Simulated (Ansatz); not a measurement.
**Question.** Predict a relaxed structure of the cluster In3P3⁺, charge 1, doublet, at PBE-D4/def2-SVP (Ansatz).

**Answer.** 
```xyz
6

In   -2.870    0.102   -0.946
In    2.339    1.942    0.561
In   -0.150   -2.350   -0.809
P     1.103   -0.686    0.971
P     0.314    0.542   -0.865
P    -0.736    0.450    1.088
```
 This is one stationary point.

In the def2 sets In takes a core potential; there is no spin–orbit coupling. The structure comes from a short search, and lower isomers may exist.
